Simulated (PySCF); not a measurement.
NICS in isomers of C8H13P.

NICS = −σ at a ghost point: NICS(0) at the centroid of the ring atoms, NICS(1) 1 Å to either side along the normal of their mean plane, zz for the tensor component along that normal. Level: GIAO PBE0/pcSseg-1 (PySCF, non-relativistic, gas phase) on the GFN2-xTB geometries, one conformer each. Atom numbers follow the mapped SMILES.

Problem. Order these rings by mean NICS(1)zz, lowest (most negative) first (ppm).
A. ring P3–C4–C5–C6–C8–C9 in `[CH3:1][CH2:2][P:3]1[CH:4]=[CH:5][CH:6]([CH3:7])[CH:8]=[CH:9]1`
B. ring C2–C3–P4–C5–C6 in `[CH3:1][c:2]1[cH:3][pH:4][cH:5][c:6]1[CH:7]([CH3:8])[CH3:9]`
C. ring C1–C2–P3 in `[CH:1]1=[CH:2][P:3]1[CH:4]1[CH2:5][CH2:6][CH2:7][CH2:8][CH2:9]1`
D. ring C3–C4–C5–C6–C7 in `[CH2:1]=[P:2]1([C:3]2=[CH:4][CH2:5][CH2:6][CH2:7]2)[CH2:8][CH2:9]1`
E. ring C3–C4–P8 in `[CH2:1]=[CH:2][C:3]1=[C:4]([CH:5]([CH3:6])[CH3:7])[P:8]1[CH3:9]`
F. ring C4–C5–C6–C7–C8–C9 in `[CH:1]#[C:2][PH:3][CH:4]1[CH2:5][CH2:6][CH2:7][CH2:8][CH2:9]1`
G. ring C7–C8–C9 in `[CH3:1][CH2:2][C:3]([CH3:4])=[C:5]=[P:6][CH:7]1[CH2:8][CH2:9]1`

Solution. G (-22.9), C (-17.6), E (-16.3), B (-12.3), A (-5.3), D (-2.1), F (3.0).

```tsv
SMILES	ring	NICS(0)	NICS(1)	NICS(1)zz	HOMA	rms pucker (Å)	ring atoms with four or more neighbours
CCC(C)=C=PC1CC1	3-membered carbocycle; formal bonds all single	-43.8	-8.7	-22.9	–	0.00	3
C1=CP1C1CCCCC1	3-membered ring with P; formal bonds 1 double, 2 single	-24.0	-7.6	-17.6	-1.05	0.00	0
C=CC1=C(C(C)C)P1C	3-membered ring with P; formal bonds 1 double, 2 single	-27.5	-8.1	-16.3	-1.02	0.00	0
Cc1c[pH]cc1C(C)C	5-membered ring with P; bonds drawn aromatic by RDKit's count	-4.7	-6.4	-12.3	0.12	0.04	0
CCP1C=CC(C)C=C1	6-membered ring with P; formal bonds 2 double, 4 single	-2.6	-3.8	-5.3	–	0.24	1
C=P1(C2=CCCC2)CC1	5-membered carbocycle; formal bonds 1 double, 4 single	-2.1	-3.3	-2.1	–	0.10	3
C#CPC1CCCCC1	6-membered carbocycle; formal bonds all single	-2.6	-2.4	3.0	–	0.24	6
```

NICS(0) gives another order. The isotropic NICS(1) gives another order. HOMA uses Krygowski's 1993 parameters; it is left out where a ring has a four-coordinate atom, a triple bond, no multiple bond or a kind of bond without parameters. NICS(1) and NICS(1)zz are means over the two faces.
